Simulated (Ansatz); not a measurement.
Steps of a relaxation of `N[SiH2]C(N)[SiH3]` with RKS PBE0-D4/def2-TZVP.

```sh
$ ansatz run in.yaml --threads 2 --pin off --events-out ev --progress --plain --max-ram 32768MiB --backend cuda --devices 0, --max-vram 18GiB
```

```yaml
crystal:
  periodic: [false, false, false]
  atoms:
    - {symbol: N, position_ang: [-0.969810, 1.911584, 1.663477]}
    - {symbol: Si, position_ang: [-1.014587, 0.339550, 0.900861]}
    - {symbol: C, position_ang: [0.272994, 0.076789, -0.489067]}
    - {symbol: N, position_ang: [1.603254, 0.265724, 0.144280]}
    - {symbol: Si, position_ang: [0.111817, -1.555803, -1.463819]}
    - {symbol: H, position_ang: [-0.041041, 2.221327, 1.970969]}
    - {symbol: H, position_ang: [-1.429453, 2.676904, 1.161447]}
    - {symbol: H, position_ang: [-2.405134, 0.140197, 0.358242]}
    - {symbol: H, position_ang: [-0.705698, -0.702687, 1.946812]}
    - {symbol: H, position_ang: [0.097371, 0.917739, -1.199246]}
    - {symbol: H, position_ang: [1.802146, -0.525396, 0.773218]}
    - {symbol: H, position_ang: [2.352634, 0.250711, -0.561776]}
    - {symbol: H, position_ang: [1.226558, -1.642058, -2.478839]}
    - {symbol: H, position_ang: [0.282747, -2.714878, -0.514168]}
    - {symbol: H, position_ang: [-1.205597, -1.710605, -2.183092]}
basis:
  gaussian: {orbitals: def2-TZVP}
hamiltonian: {xc: pbe0, dispersion: d4}
relax: {f_tol: 0.005, max_steps: 150}
```

Positions (Å) and forces (eV/Å) along the path, 8 of 13 steps:

```xyz
15
step=1 energy=-19926.5455 eV
N    -0.970    1.912    1.663    0.320    0.069   -0.426
Si   -1.015    0.340    0.901    0.067    0.205    0.082
C     0.273    0.077   -0.489   -0.243    0.183   -0.106
N     1.603    0.266    0.144    0.366   -0.563   -0.190
Si    0.112   -1.556   -1.464    0.060   -0.003    0.043
H    -0.041    2.221    1.971   -0.598   -0.190   -0.189
H    -1.429    2.677    1.161    0.277   -0.478    0.316
H    -2.405    0.140    0.358    0.306    0.042    0.109
H    -0.706   -0.703    1.947   -0.071    0.241   -0.219
H     0.097    0.918   -1.199    0.125   -0.378    0.332
H     1.802   -0.525    0.773   -0.145    0.493   -0.360
H     2.353    0.251   -0.562   -0.468    0.023    0.404
H     1.227   -1.642   -2.479   -0.235    0.039    0.213
H     0.283   -2.715   -0.514   -0.047    0.245   -0.187
H    -1.206   -1.711   -2.183    0.286    0.072    0.179
15
step=2 energy=-19926.6006 eV
N    -0.964    1.894    1.647    0.121   -0.114   -0.243
Si   -1.008    0.331    0.893    0.069    0.229    0.039
C     0.270    0.080   -0.487   -0.116    0.007   -0.015
N     1.599    0.261    0.137    0.146   -0.224   -0.060
Si    0.113   -1.544   -1.449    0.001    0.095    0.039
H    -0.047    2.204    1.951   -0.169   -0.047   -0.019
H    -1.425    2.649    1.154    0.051   -0.123    0.106
H    -2.383    0.133    0.353    0.071   -0.002    0.025
H    -0.702   -0.696    1.934   -0.012    0.042   -0.062
H     0.104    0.913   -1.191    0.014   -0.122    0.111
H     1.790   -0.516    0.769   -0.041    0.167   -0.078
H     2.337    0.234   -0.565   -0.137    0.037    0.120
H     1.215   -1.622   -2.457   -0.058   -0.006    0.053
H     0.275   -2.691   -0.505   -0.008    0.059   -0.051
H    -1.197   -1.680   -2.154    0.068    0.003    0.035
15
step=3 energy=-19926.6094 eV
N    -0.959    1.886    1.634    0.040   -0.074   -0.114
Si   -1.000    0.333    0.886    0.008    0.063    0.054
C     0.270    0.077   -0.484    0.003   -0.009    0.007
N     1.601    0.257    0.135   -0.013   -0.037   -0.023
Si    0.107   -1.536   -1.444    0.019    0.005    0.021
H    -0.053    2.201    1.950   -0.011    0.015    0.035
H    -1.431    2.639    1.156   -0.024    0.012    0.031
H    -2.369    0.128    0.346   -0.015   -0.003   -0.010
H    -0.693   -0.694    1.919    0.002   -0.016    0.020
H     0.103    0.906   -1.183    0.002    0.033   -0.018
H     1.792   -0.504    0.778   -0.013    0.005    0.023
H     2.336    0.229   -0.563    0.009    0.017   -0.014
H     1.205   -1.621   -2.449    0.010    0.000   -0.016
H     0.267   -2.680   -0.505   -0.004   -0.019    0.010
H    -1.199   -1.672   -2.147   -0.014    0.008   -0.006
15
step=4 energy=-19926.6056 eV rejected
N    -0.931    1.895    1.592    0.003   -0.186    0.112
Si   -0.995    0.330    0.882    0.077    0.325   -0.043
C     0.266    0.078   -0.496    0.132   -0.198   -0.017
N     1.601    0.241    0.115    0.074    0.097    0.097
Si    0.115   -1.544   -1.444   -0.080    0.047   -0.053
H    -0.068    2.234    1.985    0.020   -0.059   -0.029
H    -1.476    2.651    1.222   -0.110    0.060   -0.089
H    -2.367    0.131    0.344   -0.016   -0.001    0.017
H    -0.692   -0.691    1.923    0.019   -0.022    0.001
H     0.110    0.905   -1.201   -0.050    0.004    0.038
H     1.784   -0.497    0.786   -0.018   -0.014   -0.022
H     2.345    0.205   -0.573   -0.055   -0.021   -0.015
H     1.212   -1.630   -2.450    0.013   -0.005    0.010
H     0.265   -2.691   -0.505    0.008    0.008    0.012
H    -1.190   -1.669   -2.151   -0.016   -0.036   -0.019
15
step=7 energy=-19926.6133 eV
N    -0.955    1.896    1.607   -0.013    0.003    0.003
Si   -0.980    0.340    0.884    0.016   -0.005   -0.001
C     0.282    0.076   -0.492    0.024    0.008    0.001
N     1.616    0.239    0.123   -0.006   -0.015    0.014
Si    0.103   -1.536   -1.451   -0.008   -0.009   -0.004
H    -0.083    2.252    1.965   -0.004   -0.002   -0.008
H    -1.511    2.636    1.209    0.008   -0.010    0.001
H    -2.353    0.117    0.356    0.005    0.001    0.000
H    -0.652   -0.681    1.921   -0.005    0.006    0.004
H     0.123    0.910   -1.188   -0.008    0.005   -0.012
H     1.788   -0.506    0.789    0.006    0.007   -0.005
H     2.354    0.184   -0.571   -0.012    0.000    0.001
H     1.208   -1.640   -2.448    0.000    0.005    0.004
H     0.238   -2.685   -0.510   -0.003    0.003    0.000
H    -1.198   -1.652   -2.166    0.000    0.003    0.002
15
step=8 energy=-19926.6135 eV
N    -0.961    1.895    1.606    0.002    0.009    0.008
Si   -0.975    0.337    0.886   -0.011   -0.006   -0.010
C     0.287    0.076   -0.491    0.015    0.009    0.022
N     1.621    0.236    0.124   -0.001    0.001   -0.009
Si    0.100   -1.535   -1.450   -0.007    0.007   -0.005
H    -0.090    2.258    1.960    0.001    0.001    0.000
H    -1.519    2.630    1.204   -0.002    0.001   -0.004
H    -2.346    0.108    0.357    0.000   -0.002    0.001
H    -0.648   -0.678    1.927    0.006    0.001   -0.006
H     0.129    0.911   -1.186   -0.011   -0.004    0.002
H     1.794   -0.510    0.788    0.001   -0.004    0.002
H     2.356    0.181   -0.572    0.003    0.000    0.004
H     1.206   -1.637   -2.446   -0.001   -0.010    0.001
H     0.226   -2.685   -0.511    0.002    0.000   -0.004
H    -1.202   -1.640   -2.166    0.003   -0.001   -0.001
15
step=10 energy=-19926.6137 eV
N    -0.969    1.897    1.602   -0.004    0.005   -0.006
Si   -0.968    0.335    0.890    0.004   -0.003    0.004
C     0.293    0.077   -0.487    0.007    0.003    0.001
N     1.629    0.233    0.125   -0.011   -0.005   -0.007
Si    0.096   -1.529   -1.453   -0.003   -0.002    0.004
H    -0.101    2.272    1.952   -0.006   -0.002   -0.002
H    -1.537    2.622    1.195    0.009   -0.006    0.006
H    -2.338    0.088    0.366    0.002    0.000    0.001
H    -0.625   -0.672    1.935   -0.001    0.003    0.000
H     0.133    0.914   -1.180    0.004    0.003    0.001
H     1.799   -0.514    0.790   -0.001    0.004    0.000
H     2.364    0.173   -0.571   -0.001    0.002    0.001
H     1.206   -1.647   -2.442   -0.001   -0.001    0.002
H     0.201   -2.684   -0.516    0.001   -0.002   -0.004
H    -1.203   -1.616   -2.177    0.002    0.000   -0.001
15
step=13 energy=-19926.6138 eV
N    -0.972    1.897    1.600   -0.002    0.005    0.004
Si   -0.965    0.334    0.893    0.000   -0.003   -0.004
C     0.294    0.077   -0.487    0.001   -0.004   -0.001
N     1.630    0.232    0.123    0.000    0.001    0.001
Si    0.094   -1.529   -1.454   -0.002    0.001    0.002
H    -0.107    2.274    1.957    0.000    0.001    0.000
H    -1.537    2.623    1.189    0.002   -0.004    0.000
H    -2.335    0.080    0.372    0.000    0.000   -0.001
H    -0.616   -0.667    1.940    0.000    0.001    0.001
H     0.132    0.914   -1.179    0.002    0.001    0.000
H     1.800   -0.511    0.791   -0.002    0.001   -0.002
H     2.364    0.169   -0.574    0.000    0.000   -0.001
H     1.209   -1.650   -2.436    0.001    0.000   -0.001
H     0.188   -2.686   -0.519    0.000    0.000    0.000
H    -1.201   -1.608   -2.186    0.000    0.000    0.000
```

Hardware: 2 threads of an AMD EPYC 7R13 on a shared host and a share of an NVIDIA H100 80 GB. Wall time 29 s, peak host memory 0.85 GiB.
